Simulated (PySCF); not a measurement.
Species: CH₅BF₂Sn.
Cartesian coordinates in Å at the PBE0-D3(BJ)/def2-SVP level; atoms count from 1:
```xyz
10
CH5BF2Sn angstrom
C     -1.576   -0.544    0.079
Sn     0.063    0.825   -0.215
B      2.009   -0.266    0.162
F      2.465   -1.157   -0.698
F      2.731   -0.083    1.249
H     -2.528   -0.044   -0.141
H     -1.588   -0.899    1.119
H     -1.460   -1.407   -0.592
H     -0.095    2.161    0.849
H      0.032    1.394   -1.834
```

Computed, not measured: PySCF 2.14.0, PBE0-D3(BJ)/def2-SVP geometry optimisation, gas phase, def2 core potentials past Kr.

Masses are those of the commonest isotopes; rigid-rotor values at the optimised geometry. The values belong to one conformer with, in the numbering `[CH3:1][SnH2:2][B:3]([F:4])[F:5]`, C1–Sn2–B3–F4 72°.

Task: What are A, B and C (GHz)?

Result: Ia = 110.26, Ib = 362.10, Ic = 390.48 u·Å²; 505379 MHz·u·Å²/I gives 4583, 1396 and 1294 MHz, that is A = 4.5835, B = 1.3957, C = 1.2943 GHz.

Task: What kind of rotor is it?

Result: A near-prolate asymmetric top. Ray's parameter κ = (2B − A − C)/(A − C) = -0.938; −1 is the prolate and +1 the oblate limit.

Task: Is it planar, by Δ = Ic − Ia − Ib?

Result: Not planar: Δ = Ic − Ia − Ib = -81.88 u·Å². For a rigid frame Δ = −2 Σ m c², so Σ m c² = 40.94 u·Å² lies off the ab plane: 8.26 from hydrogen and 32.68 from heavier atoms. The atom farthest from that plane is 1.96 Å away.

Task: Give the other two planar moments, Paa and Pbb, and the rms extents of the mass along the axes.

Result: Paa = Σ m a² = (Ib + Ic − Ia)/2 = 321.16 and Pbb = Σ m b² = (Ia + Ic − Ib)/2 = 69.32 u·Å². With the mass M = 185.95 u, the rms extents √(P/M) along a, b and c are 1.31, 0.61, 0.47 Å.

Task: Where do the levels up to J = 4 lie, in MHz?

Result: Above 0(0,0):
J = 1: 1(0,1) 2690, 1(1,1) 5878, 1(1,0) 5979
J = 2: 2(0,2) 8067, 2(1,2) 11156, 2(1,1) 11461, 2(2,1) 21024, 2(2,0) 21026
J = 3: 3(0,3) 16128, 3(1,3) 19072, 3(1,2) 19681, 3(2,2) 29094, 3(2,1) 29106, 3(3,1) 45288, 3(3,0) 45288
J = 4: 4(0,4) 26864, 4(1,4) 29625, 4(1,3) 30639, 4(2,3) 39852, 4(2,2) 39887, 4(3,2) 56052, 4(3,1) 56052, 4(4,1) 78717, 4(4,0) 78717
Those of J = 1 are B + C, A + C and A + B.

Task: Which types of transition are allowed, and where do some lines up to J = 4 fall?

Result: The dipole components are |μa| = 0.99 D, |μb| = 0.44 D, |μc| = 0.32 D. Intensities carry the squares of the components, which stand as 1.00 : 0.20 : 0.10 (a : b : c). Some lines, for components of 0.1 D or more:

```csv
type,branch,"J(Ka,Kc)",MHz,lower level (cm⁻¹)
a,Q,"3(1,2) ← 3(1,3)",609,0.636
a,Q,"4(1,3) ← 4(1,4)",1014,0.988
c,Q,"4(1,4) ← 4(0,4)",2761,0.896
a,R,"2(1,2) ← 1(1,1)",5278,0.196
c,R,"2(1,1) ← 1(0,1)",8771,0.090
c,Q,"2(2,1) ← 2(1,1)",9563,0.382
a,R,"4(3,2) ← 3(3,1)",10764,1.511
a,R,"4(2,2) ← 3(2,1)",10782,0.971
b,R,"3(1,3) ← 2(0,2)",11005,0.269
b,R,"4(1,4) ← 3(0,3)",13497,0.538
c,R,"4(1,3) ← 3(0,3)",14511,0.538
b,R,"2(2,1) ← 1(1,0)",15045,0.199
c,R,"2(2,1) ← 1(1,1)",15146,0.196
b,R,"2(2,0) ← 1(1,1)",15148,0.196
c,Q,"4(3,2) ← 4(2,2)",16165,1.330
b,R,"3(2,1) ← 2(1,2)",17949,0.372
c,R,"4(2,3) ← 3(1,3)",20779,0.636
b,Q,"4(4,0) ← 4(3,1)",22665,1.870
b,R,"3(3,1) ← 2(2,0)",24261,0.701
c,R,"3(3,1) ← 2(2,1)",24264,0.701
c,R,"4(3,2) ← 3(2,2)",26958,0.970
b,R,"4(4,1) ← 3(3,0)",33430,1.511
c,R,"4(4,1) ← 3(3,1)",33430,1.511
b,R,"4(4,0) ← 3(3,1)",33430,1.511
```

PBE0-D3(BJ)/def2-SVP frequencies: not computed here. No vibrational averaging or centrifugal distortion is included, and the geometry carries the error of its method. A rigid rotor knows nothing of internal rotation, which can split or shift real lines. Quadrupole hyperfine structure (11B) is left out.

The run took 18 s on one thread, AMD EPYC 9B45 (x86_64), no GPU, shared host, and the process peaked at 0.45 GiB of memory. These figures are those of the optimisation.
